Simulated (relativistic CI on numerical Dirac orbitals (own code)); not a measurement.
## One change at a time: Tm14+

Base calculation: Dirac-Coulomb-Breit CI, orbitals from a KLI potential per configuration, a model potential for QED, unscaled Slater integrals.

Configurations in the expansion (outside the closed core [Ar] 3d10): 4s²4p⁶4d¹⁰4f⁹, 4s²4p⁶4d¹⁰4f⁷5s², 4s²4p⁶4d¹⁰4f⁸5p, 4s²4p⁶4d¹⁰4f⁷5s5p, 4s²4p⁶4d⁹4f¹⁰, 4s²4p⁶4d¹⁰4f⁸6p, 4s²4p⁵4d¹⁰4f¹⁰, 4s4p⁶4d¹⁰4f¹⁰, 4p⁶4d¹⁰4f¹¹. Levels of other configurations are missing.

Variants: (1) valence Slater integrals scaled by 0.9; (2) QED terms removed. Shifts of the energy above 4s²4p⁶4d¹⁰4f⁷5s² ⁸S°7/2, in cm⁻¹, for the lowest level and the first level of each name with at least 55 % of one term (blank where a level changes its place among those of its configuration and J or its character, or is not in the variant):

```csv
Level,Base,Δ(1),Δ(2)
4s²4p⁶4d¹⁰4f⁷5s² ⁸S°7/2,0.0,0.0,0.0
4s²4p⁶4d¹⁰4f⁷5s² ⁶P°7/2,55938.2,-6328.5,+36.4
4s²4p⁶4d¹⁰4f⁷5s² ⁶P°5/2,57762.3,-6149.5,+21.3
4s²4p⁶4d¹⁰4f⁷5s² ⁶P°3/2,59393.5,-6034.2,+9.4
4s²4p⁶4d¹⁰4f⁷5s² ⁶I°7/2,61879.9,-6656.8,+20.3
4s²4p⁶4d¹⁰4f⁷5s² ⁶I°17/2,62833.5,-6444.9,+2.5
4s²4p⁶4d¹⁰4f⁷5s² ⁶I°9/2,62952.6,-6506.3,+8.6
4s²4p⁶4d¹⁰4f⁷5s² ⁶I°11/2,63761.6,-6395.3,-0.3
4s²4p⁶4d¹⁰4f⁷5s² ⁶I°15/2,63986.3,-6334.1,-5.9
4s²4p⁶4d¹⁰4f⁷5s² ⁶I°13/2,64156.6,-6343.0,-5.3
4s²4p⁶4d¹⁰4f⁷5s² ⁶D°9/2,70618.4,-7303.2,+10.4
4s²4p⁶4d¹⁰4f⁷5s² ⁶D°7/2,73479.4,-7150.9,-7.8
4s²4p⁶4d¹⁰4f⁷5s² ⁶D°1/2,73583.2,-6992.7,-14.7
4s²4p⁶4d¹⁰4f⁷5s² ⁶D°3/2,74254.8,-6958.1,-18.6
```

At this charge energies of transitions that change n are usually good to better than 1 %, and those within a shell (Δn = 0) to a few per cent. Terms inside the open d or f shell come out 10 to 20 % too wide with unscaled integrals. Levels and lines within the n = 5 or 6 shells can be off by up to 10 % or somewhat more, and those that change n by about 2 %, since core polarisation is missing. The computed lowest level isn't the tabulated ground level, which NIST ASD gives as 4f9 6H°15/2.

Ionisation energy from the two ground configurations alone: base 291.201 eV; valence Slater integrals scaled by 0.9 291.567 eV. The NIST ASD value (theoretical) is 317 eV. The gap of more than 2 % comes from missing correlation, or from a tabulated value that is itself an estimate.

LS names give the leading component of a level, which can be under half, so a name can repeat, a term be missing and a line seem to break the LS rules.
